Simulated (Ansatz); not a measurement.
System: Fe, charge 2, quintet.

Total energies in cc-pwCVTZ-DK, 14 correlated electrons, 5 frozen orbitals. UHF or UKS for unpaired electrons; spin-orbit terms are left out. The -DK rows use spin-free X2C, correlate 3s3p of the metal (1s2s2p frozen) and give its partners the cc-pVXZ-DK valence sets. Open-shell metal atoms are single determinants, not pure terms.

```csv
method,program,energy (Eh),minus CCSDT(Q) (mEh)
HF,Ansatz,-1270.55390,549.13
MP2,Ansatz,-1271.10439,-1.35
CCSD,Ansatz,-1271.09270,10.34
CCSD(T),Ansatz,-1271.10315,-0.11
CCSDT(Q),Ansatz,-1271.10304,0.00
```

Ansatz is an electronic-structure program.
